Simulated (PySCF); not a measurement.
CH₆GeO₂Si, SMILES [CH3][GeH]1[O][SiH2][O]1.

Geometry: PBE0-D3(BJ)/def2-SVP. The structure was generated by enumeration, and PubChem lists no compound with its InChIKey, so it may never have been made.

Computed with M06-2X/def2-TZVP (PySCF).

Computed frontier levels, gap, dipole moment and polarisability:
```json
{
  "highest_occupied_level": "-9.52 eV",
  "lowest_empty_level": "0.41 eV",
  "orbital_gap": "9.93 eV",
  "dipole_moment": "2.12 D",
  "quadrupole, principal values (traceless, Buckingham form, about the centre of nuclear charge)": "-8.28, 0.63, 7.65 D·Å",
  "mean_static_polarisability": "63.9 bohr³ (9.48 Å³)",
  "polarisability_principal_values": "51.4, 63.2, 77.2 bohr³"
}
```
